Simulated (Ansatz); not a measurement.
This geometry of a periodic cell of 13 atoms, Mg12B (host Mg, host structure hcp, interstitial B) is a first-order saddle point.

Theory: Ansatz, DFT PBE, scalar-relativistic, plane waves, PAW. Settings: cutoff 420 eV, k mesh 4x3x4, gaussian smearing 0.05 eV, no spin polarisation.

```xyz
13
Lattice="6.4200 0.0000 0.0000 -4.8150 8.3398 0.0000 0.0000 0.0000 5.2130" Properties=species:S:1:pos:R:3
Mg 0.197 0.121 -0.003
Mg -0.074 1.839 2.604
Mg -1.931 2.321 -0.003
Mg -1.322 4.581 2.604
Mg -2.770 5.332 -0.003
Mg -3.248 7.292 2.604
Mg 3.153 -0.176 -0.003
Mg 2.987 1.738 2.604
Mg 1.360 2.918 -0.003
Mg 1.791 4.612 2.604
Mg 0.555 5.944 -0.003
Mg -0.005 7.580 2.604
B -0.692 4.135 5.210
```

(1) Which two structures does it join? (They come from a converged band through this point; their orientation in space is the band's.)

(2) How far does it lie above each of them?

Results:

(1) The atom that moves furthest is B13, by 2.60 Å; four of its nearest neighbours are Mg3 2.30, Mg10 2.30, Mg9 2.30, Mg4 2.30 Å at the first end and Mg10 2.30, Mg3 2.30, Mg9 2.30, Mg4 2.30 Å at the last.

Image 0:

```xyz
13
Lattice="6.4200 0.0000 0.0000 -4.8150 8.3398 0.0000 0.0000 0.0000 5.2130" Properties=species:S:1:pos:R:3
Mg 0.016 -0.026 0.023
Mg 0.013 1.810 2.600
Mg -1.659 2.760 -0.028
Mg -1.656 4.673 2.631
Mg -3.202 5.618 0.063
Mg -3.200 7.427 2.649
Mg 3.202 -0.003 -0.045
Mg 3.204 1.808 2.535
Mg 1.659 2.752 -0.030
Mg 1.659 4.665 2.629
Mg -0.013 5.614 0.004
Mg -0.014 7.450 2.585
B 0.001 3.712 3.908
```

Image 6:

```xyz
13
Lattice="6.4200 0.0000 0.0000 -4.8150 8.3398 0.0000 0.0000 0.0000 5.2130" Properties=species:S:1:pos:R:3
Mg 0.015 -0.029 -0.028
Mg 0.012 1.807 2.609
Mg -1.659 2.757 0.022
Mg -1.657 4.670 2.576
Mg -3.203 5.614 -0.073
Mg -3.202 7.423 2.557
Mg 3.201 -0.006 0.041
Mg 3.202 1.803 2.671
Mg 1.657 2.748 0.024
Mg 1.659 4.662 2.578
Mg -0.014 5.610 -0.009
Mg -0.016 7.448 2.624
B 0.000 3.709 6.513
```

(2) 0.79 eV above the first and 0.79 eV above the second. This is the barrier of this one path; another mechanism may lie lower. Limits of this set-up: coarse k mesh, odd electron count without spin, a small cell, in which the defect meets its images, a typed lattice constant that wasn't relaxed here.

Time of the run: 29 min on 4 threads of AMD EPYC 9R14 (Zen 4) (shared host), peak memory 3.2 GiB.
